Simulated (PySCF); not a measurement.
Pair of molecules: GeH4 (SMILES [GeH4]) (first 5 atoms) with CH5N (SMILES CN); geometry from B3LYP-D3(BJ)/def2-TZVP, rigid monomers moved along the line of their centres of mass till Ge1···H12 is 3.74 Å.
(charge 0, multiplicity 1):
```tsv
atom	x (Å)	y (Å)	z (Å)
Ge	-0.1163	-0.1863	0.2762
H	-0.4951	-0.1074	-1.2103
H	1.1174	-1.0866	0.4405
H	-1.2888	-0.7737	1.0750
H	0.2036	1.2209	0.8006
C	-0.4170	0.6436	4.6595
N	0.6967	-0.2419	4.3275
H	-0.0320	1.5289	5.1679
H	-1.0843	0.1345	5.3566
H	-1.0169	0.9804	3.8033
H	1.3469	0.2081	3.6954
H	0.3709	-1.0860	3.8734
```

Monomers are frozen at their geometry in the pair; levels with a basis set take the counterpoise correction. Rows marked so take none.

Rows in 3-21G, 6-31G*, STO-3G carry no dispersion term and start afresh at each structure (6-31G* with six Cartesian d functions); the Pople sets are all-electron and without relativity.

The values were computed with PySCF for 3-21G rows, 6-31G* rows, STO-3G rows. Each number belongs to the level named beside it.

Q: One of these levels gives 0.8 kJ/mol for the interaction energy. Which one is it?
A) HF/6-31G* (no counterpoise)
B) HF/STO-3G (no counterpoise)
C) HF/3-21G (no counterpoise)

A: B, HF/STO-3G (no counterpoise). The others give -5.2 (HF/3-21G (no counterpoise)), -1.7 (HF/6-31G* (no counterpoise))
